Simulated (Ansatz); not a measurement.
Start from `BC[SiH2]CF` and change one atom or group to get `O[SiH2][SiH2]CF`.

Ansatz, PBE0-D4/def2-TZVP geometries, multiplicity 1. Each molecule was computed in one conformer, which needn't be the lowest.

```csv
property,`BC[SiH2]CF`
HOMO–LUMO gap (ωB97M-V/def2-TZVPP) / eV,11.35
HOMO–LUMO gap (B3LYP/def2-TZVPP) / eV,6.77
LUMO energy (PBE0/def2-TZVPP) / eV,-1.38
LUMO energy (ωB97M-V/def2-TZVPP) / eV,0.50
size of the dipole moment (B3LYP/def2-TZVPP) / D,1.46
size of the dipole moment (PBE/def2-TZVPP) / D,1.48
```

(1) What does the change do to each property? (Estimate.)

Answers

(1) The calculation gave: 
```tsv
property	`O[SiH2][SiH2]CF`	shift
HOMO–LUMO gap (ωB97M-V/def2-TZVPP) / eV	10.86	-0.49
HOMO–LUMO gap (B3LYP/def2-TZVPP) / eV	6.72	-0.05
LUMO energy (PBE0/def2-TZVPP) / eV	-0.65	0.73
LUMO energy (ωB97M-V/def2-TZVPP) / eV	1.00	0.50
size of the dipole moment (B3LYP/def2-TZVPP) / D	1.38	-0.08
size of the dipole moment (PBE/def2-TZVPP) / D	1.27	-0.21
```

With PBE0 the HOMO rises by 0.81 eV and the LUMO rises by 0.73 eV, so the gap narrows by about 0.08 eV. PBE moves the HOMO by 0.65 eV and ωB97M-V by 1.00 eV. Dipoles are sizes alone; their direction can turn.

B3LYP here is the variant with VWN-RPA as its local correlation; programs differ in this.
